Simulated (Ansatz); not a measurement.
Species: MgCl2, net charge 1, doublet state. SMILES of the parent species: [Cl][Mg][Cl]
Geometry from a B3LYP-D3(BJ)/def2-TZVP (Ansatz, a program for electronic structure) optimisation:
```
Mg
Cl 1 2.2467
Cl 1 2.2467 2 180.00
```
Charge +1, spin multiplicity 2.

Parts of the frozen-core correlation energy in def2-TZVPP (Ansatz, hartree). Frozen orbitals: 15; correlated occupied orbitals by spin: 8 and 7; virtual: 93 and 94. Open shells are spin-unrestricted. No spin-orbit coupling. No relativistic terms.

```
term                             value
-------------------------  -----------
reference (HF)             -1118.41048
MP2 opposite-spin                  [?]
MP2 same-spin                      [?]
CCSD correlation                   [?]
(T)                           -0.01526
T1 diagnostic                    0.015
largest doubles amplitude        0.043
<S^2> of the reference           0.760
```

Task: Complete the blanks.

Result: 
- MP2 opposite-spin, value: -0.27585
- MP2 same-spin, value: -0.08830
- CCSD correlation, value: -0.40419
